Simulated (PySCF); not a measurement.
Compound: C₅H₆F₂O.
Atom-mapped SMILES: `[F:1][CH:2]([F:3])[CH2:4][O:5][C:6]1=[CH:7][CH2:8]1`

Probes without a nucleus sit at each ring's centroid and 1 Å off its mean plane on both sides; NICS is minus the shielding there, NICSzz its component along the normal. Level: GIAO PBE0/pcSseg-1 (PySCF, non-relativistic, gas phase) on the GFN2-xTB geometry, one conformer.

Ring bond lengths (Å), with Mayer bond orders in brackets: C6–C7 1.299 (1.70), C7–C8 1.517 (0.87), C8–C6 1.487 (1.02).

Task: What do the NICS probes read (ppm)?

Result: 
```json
{"ring": "C6–C7–C8", "type": "3-membered carbocycle; formal bonds 1 double, 2 single", "NICS(0)": "-32.0", "NICS(1), two faces": "-5.7 / -5.7", "NICS(1)zz, two faces": "-11.6 / -11.5", "rms pucker (Å)": "0.00", "centre to ring atoms, mean (Å)": "0.83"}
```

Task: What can be read from them?

Result: 
- C6–C7–C8: mean NICS(1)zz -11.6 ppm, shielded. C8 has four or more neighbours; no verdict on aromaticity is drawn. NICS(0) lies 26 ppm below the mean NICS(1).

Task: At the second NICS(1) probe listed for ring C6–C7–C8, 1 Å off the ring, what do the in-plane components average?

Result: The isotropic value is a third of the trace: (3 × -5.7 − (-11.5))/2 = -2.8 ppm.

Task: What are the shieldings of the ring atoms and their hydrogens in the same run (means over atoms taken as equivalent)?

Result: 
```csv
atoms,environment,σ isotropic (ppm),"principal values of the symmetric part, first atom (ppm)"
C6,vinylic carbon bearing oxygen,38.0,"-97.5, 97.9, 113.7"
C7,alkene CH carbon,112.0,"15.2, 143.8, 177.1"
C8,allylic carbon,169.0,"137.0, 149.7, 220.2"
H on C7,vinylic hydrogen,26.55,"23.3, 24.9, 31.5"
H on C8 (×2),methylene hydrogen,29.92,"24.4, 27.6, 37.8"
```

Hardware: one thread, Arm Neoverse N1 (aarch64), shared host with 64 logical CPUs at a one-minute load of 56. Cost: 38 s, 0.74 GiB resident at most. This is the whole shielding run at PBE0/pcSseg-1, SCF included.

The values belong to the conformer `[F:1][CH:2]([F:3])[CH2:4][O:5][C:6]1=[CH:7][CH2:8]1`: F1–C2–C4–O5 153°, C2–C4–O5–C6 75°, C4–O5–C6–C7 2°.
